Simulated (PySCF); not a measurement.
ReO3Br, SMILES [O]=[Re](=[O])(=[O])[Br], multiplicity 1.

Coordinates come from a B3LYP-D3(BJ)/def2-SVP optimisation. The multiplicity is an assumed one; other spin states were not compared. The def2 effective core potentials stand for the cores of Re; spin–orbit coupling is left out.

Two levels are set side by side: PBE/def2-TZVP (PySCF) and r2SCAN/def2-TZVP (PySCF). Same geometry, gas phase. Differences are taken from unrounded values.

```csv
quantity,r2SCAN
orbital gap (eV),4.59
highest occupied level (eV),-8.80
lowest empty level (eV),-4.21
dipole moment (D),2.01
mean polarisability (bohr³),63.8
```

What does PBE give, and how far is it from r2SCAN? (Estimate from the structure and the level; the computed values follow.)


| quantity | PBE | PBE minus r2SCAN |
|---|---|---|
| orbital gap (eV) | 4.24 | -0.35 |
| highest occupied level (eV) | -8.41 | 0.39 |
| lowest empty level (eV) | -4.17 | 0.04 |
| dipole moment (D) | 1.99 | -0.02 |
| mean polarisability (bohr³) | 65.0 | 1.2 |

Rough cost on one machine, each run with all the roots and properties that it gave: r2SCAN against PBE about 5 times.
